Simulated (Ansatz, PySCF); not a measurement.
The pair A = H2O (SMILES O) (first 3 atoms), B = C2H3F (SMILES C=CF); geometry from B3LYP-D3(BJ)/def2-TZVP.
(charge 0, multiplicity 1):
| atom | x (Å) | y (Å) | z (Å) |
|---|---|---|---|
| O | 0.3312 | -0.1151 | -0.5749 |
| H | 0.0316 | -0.8592 | -1.1067 |
| H | -0.3617 | 0.0217 | 0.0827 |
| C | 0.9451 | -0.6695 | 2.7060 |
| C | -0.3268 | -0.4625 | 2.9704 |
| F | -1.2189 | -0.1361 | 1.9960 |
| H | 1.3374 | -0.5901 | 1.7008 |
| H | 1.6107 | -0.9241 | 3.5178 |
| H | -0.8105 | -0.5169 | 3.9357 |

Correlated levels freeze the cores. CBS: X⁻³ extrapolation of the correlation energy, Hartree–Fock from the larger set. MP2 and its Hartree–Fock in aug-cc-pVTZ are density fitted.

Codes used: Ansatz (a first-principles code) with Gaussian orbitals; PySCF for the dispersion terms. Each number belongs to the level named beside it.

The monomers are drawn apart, rigid, along the line of their centres of mass. Counterpoise-corrected interaction energies (kcal/mol):

```
level                                                     R = 3.976 Å  R = 4.817 Å
--------------------------------------------------------  -----------  -----------
PBE/def2-TZVPPD                                               -1.5463      -0.6847
PBE-D3(BJ)/def2-TZVPPD                                        -1.9137      -0.8304
wB97M-V/def2-TZVPPD                                           -1.7748      -0.8042
MP2/CBS(aug-cc-pVDZ, aug-cc-pVTZ) + ΔCCSD(T)/aug-cc-pVDZ      -1.8582      -0.8219
```

Problem. R is the distance of the centres of mass. Find the local exponent m of E ∝ R⁻ᵐ between the two points.

Solution. 
m = ln(E₁/E₂)/ln(R₂/R₁): PBE/def2-TZVPPD 4.2; PBE-D3(BJ)/def2-TZVPPD 4.4; wB97M-V/def2-TZVPPD 4.1; MP2/CBS(aug-cc-pVDZ, aug-cc-pVTZ) + ΔCCSD(T)/aug-cc-pVDZ 4.3. For scale, two fixed dipoles give m = 3, dipole and quadrupole 4, quadrupoles 5, and dispersion or dipole-induced dipole 6 at long range; at these distances several terms mix, and what is left of overlap and damping shifts m, so it need not match one of them.
